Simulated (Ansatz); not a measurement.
Born–Oppenheimer molecular dynamics of BF₂H₅SSi (10 atoms, charge 0, multiplicity 1). It starts from a rough guess of a transition structure, not a stationary point.

Theory: UKS LDA/STO-3G in Ansatz.

```
ensemble                      : NVE (velocity Verlet)
time step                     : 0.5 fs
steps asked                   : 150
starting velocities drawn for : 300 K
seed                          : 564164
```

First frame:

```xyz
10
Properties=species:S:1:pos:R:3
B -0.872 -0.161 -0.413
Si 1.359 -0.482 -0.058
F -1.400 -1.378 -0.542
F -0.934 0.643 -1.482
H -0.257 0.192 0.616
S -1.774 0.867 1.319
H 2.040 0.728 -0.500
H 1.483 -1.559 -1.031
H 1.820 -0.919 1.255
H -1.465 2.068 0.836
```

How far do the bonds stretch over the last three quarters of this one trajectory? (Pairs bonded in most of those frames.)


| bond | mean (Å) | spread (Å) | shortest | longest |
| --- | --- | --- | --- | --- |
| B1–Si2 | 2.018 | 0.119 | 1.87 | 2.27 |
| B1–F3 | 1.341 | 0.049 | 1.24 | 1.41 |
| B1–F4 | 1.350 | 0.049 | 1.25 | 1.43 |
| Si2–H7 | 1.457 | 0.025 | 1.42 | 1.49 |
| Si2–H8 | 1.456 | 0.017 | 1.43 | 1.49 |
| Si2–H9 | 1.455 | 0.010 | 1.44 | 1.48 |
| H5–S6 | 1.411 | 0.100 | 1.25 | 1.56 |
| S6–H10 | 1.370 | 0.040 | 1.30 | 1.44 |

Mean temperature of the second half: 1115 K. The conserved energy stayed within 0.43 meV per atom of its start (net change -0.43 meV per atom), so the integration is sound. The system heated up, since it started high on the potential surface and ran downhill. A run of 0.075 ps of so small a system gives no equilibrium averages. The orbitals stay closed-shell, which can raise the energy where a bond breaks towards radicals; this wasn't checked here. Limits of this set-up: minimal basis.

Run time: 5.4 min on 1 CPU thread of a shared host.
